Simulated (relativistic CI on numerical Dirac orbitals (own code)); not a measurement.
# Crystal-field levels of Ru3+, 4d5

Calculated by Dirac-Coulomb-Breit CI, KLI orbitals optimised for each configuration, QED by a radiative potential, one configuration in a parametric crystal field, unscaled Slater integrals (own radial code). With so little scaling, terms lie 10 to 35 % too far apart, which can change the order of excited levels.

Field parameters in Wybourne normalisation: D4h B²₀ = −7Ds, B⁴₀ = 21(Dq − Dt), B⁴₄ = 21√(5/14) Dq. The field is a parameter set, without covalency.

S is read from ⟨S²⟩ = S(S + 1).

Levels (cm⁻¹, degeneracy): 0 (2), 0 (2), 3 (2), 13971 (2), 15085 (2), 15123 (2), 15503 (2), 15765 (2), 15943 (2), 17671 (2), 18304 (2), 18591 (2).

(1) Which field gives this pattern?
A. D4h, 10Dq = 14550, Ds = 550, Dt = 30 cm⁻¹
B. D4h, 10Dq = 14550, Ds = 1360, Dt = 30 cm⁻¹
C. D4h, 10Dq = 14550, Ds = 3000, Dt = 30 cm⁻¹
D. D4h, 10Dq = 14550, Ds = 950, Dt = 30 cm⁻¹

Results:

(1) A. D4h, 10Dq = 14550, Ds = 550, Dt = 30 cm⁻¹, ground level with S = 2.49.
